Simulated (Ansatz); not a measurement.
Cartesian coordinates in Å:
```
C 0.366 0.657 0.333
O -0.388 0.401 -0.834
Ge -1.100 -1.120 -1.373
F -0.583 -2.158 -0.039
H 0.484 -0.237 0.950
H 1.355 1.026 0.046
H -0.134 1.432 0.918
```

Total charge 0; spin multiplicity 1.

(1) List the ωB97M-V/def2-TZVPP orbital energies in eV (Ansatz). (An estimate is asked.)

Answers

(1) The calculation gave: Occupied: -10867.27, -1363.00, -1210.76, -1210.71, -1210.68, -676.52, -526.28, -282.60, -174.83, -124.18, -124.05, -123.92, -37.20, -36.97, -36.89, -36.79, -36.68, -34.29, -30.76, -21.85, -17.60, -15.42, -15.20, -15.19, -13.92, -13.57, -11.49, -10.96, -10.44. Lowest empty: 0.07, 2.25, 2.94, 3.75, 5.09, 5.09, 5.86, 6.76.
